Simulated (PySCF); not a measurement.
Computed with PBE-D3(BJ)/def2-TZVP // PBE-D3(BJ)/def2-SVP (PySCF 2.14.0). All species are isolated molecules in the gas phase. One relaxed conformer stands for a flexible species; it need not be the lowest. Excitations are Tamm–Dancoff values on a coarser integration grid. The basis has no diffuse functions, so Rydberg states are missing or too high.

Reference species (SMILES): `[SiH3][SiH2][GeH2][SiH2][GeH2][SiH2][GeH2][SiH3]` (neutral, multiplicity 1).

```
Item                   Result
-------------------  --------
T1 excitation (TDA)   4.07 eV
S1–T1 gap (TDA)       0.68 eV
LUMO                 -1.90 eV
```

Changed species: `[SiH3][SiH2][GeH2][SiH3]` (Si–Si–Ge–Si torsion 179°) (n = 1; the reference has n = 3).

Q: Give the shifts of the T1 excitation (TDA), S1–T1 gap (TDA) and LUMO.

A: the T1 excitation (TDA) rises by 0.92 eV, to 4.99 eV; the S1–T1 gap (TDA) rises by 0.30 eV, to 0.98 eV; the LUMO rises by 0.58 eV, to -1.32 eV.
